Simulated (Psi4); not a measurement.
P₂, charge +1, doublet, at a GFN2-xTB geometry (a state made from the parent by changing its charge; the spin is typed, not shown lowest). Base run: R2SCAN/def2-SVP (Psi4).

Geometry (Å):
```xyz
2

P      0.0000     0.0000    -0.9849
P      0.0000     0.0000     0.9849
```
Charge +1, spin multiplicity 2.
Orbitals are unrestricted.
All else is at Psi4's defaults (density fitting).

The base run was repeated with changes; each row names its change, and settings that it needs were set with it.

| change | E (Eh) | SCF-reference <S^2> | outcome |
|---|---|---|---|
| base | -682.03651 | 0.755 | converged |
| functional = b97m-v | -681.92050 | 0.754 | converged |
| functional = blyp | -682.11165 | 0.752 | converged |
| functional = pbe0-dh | -681.76121 | 0.765 | converged |
| functional = dsd-pbep86 | -681.48544 | 0.773 | converged |
| functional = b3lyp | -682.12980 | 0.752 | converged |
| functional = pbe0 | -681.83015 | 0.753 | converged |
| functional = wb97m-v | -682.03653 | 0.756 | converged |
| functional = svwn | - | - | not converged |
| functional = x3lyp | -682.04501 | 0.752 | converged |
| functional = pw6b95 | -682.67437 | 0.752 | converged |
| functional = mn15 | -681.78072 | 0.755 | converged |
| functional = wb97x-v | -681.94785 | 0.760 | converged |

Total energies compare only within one method and basis.

Open shells are given as the SCF converged; they aren't shown to be the lowest states, and a large step between rows can be another state.
